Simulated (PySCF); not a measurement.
pyridine-4-carbonitrile (C6H4N2), SMILES N#Cc1ccncc1.

Geometry optimised at TPSSh-D3(BJ)/def2-SVP.

Two levels are set side by side: TDDFT-PBE/def2-SVPD (PySCF) and TDDFT-PBE0/def2-SVPD (PySCF). Vertical, same geometry. The lowest singlet is HOMO→LUMO 100 % with PBE and HOMO→LUMO 99 % with the other functional; states are paired by order. Differences are taken from unrounded values.

```tsv
quantity	TDDFT-PBE0	TDDFT-PBE	TDDFT-PBE minus TDDFT-PBE0
lowest singlet excitation (eV)	4.29	3.59	-0.70
lowest triplet excitation (TDA) (eV)	3.64	3.10	-0.53
first bright state (f over 0.05) (eV)	5.12	5.50	0.38
its oscillator strength	0.05	0.19	0.14
```

A lower first singlet is the usual sign of a functional without exact exchange. Differences between two approximate levels are no errors against the true value.

Rough cost on one machine, each run with all the roots and properties that it gave: TDDFT-PBE0 against TDDFT-PBE about 6 times.
